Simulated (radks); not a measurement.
Task: The mean radii <r> (bohr) of the occupied orbitals of an atom or ion are listed with their occupations. Method: Dirac Kohn-Sham, PBE, spin-unpolarised, spherical densities, finite nucleus; Fermi nuclear charge, rms radius of each element as measured or else 0.836 A^(1/3) + 0.57 fm; computed with a radial shooting solver on a logarithmic mesh with Libxc functionals.

orbital  occ.      <r>
1s1/2       2  0.02971
2s1/2       2   0.1281
2p1/2       2   0.1085
2p3/2       4   0.1137
3s1/2       2   0.3482
3p1/2       2   0.3393
3p3/2       4   0.3503
3d3/2       4   0.3220
3d5/2       6   0.3256
4s1/2       2   0.8387
4p1/2       2   0.8848
4p3/2       4   0.9120
4d3/2       4    1.067
4d5/2       4    1.078

Name the element and its charge.

Result: Z = 49, indium, charge +5: In5+ in [Kr] 4d(3/2: 4, 5/2: 4). The 1s radius gives Z: for a bare nucleus <r> = (2 gamma + 1)/(2Z) with gamma = sqrt(1 - (Z/c)^2), 0.02926 bohr for Z = 49, and screening makes it slightly larger (0.02971 here). The occupations add up to 44, and the charge is Z minus that.
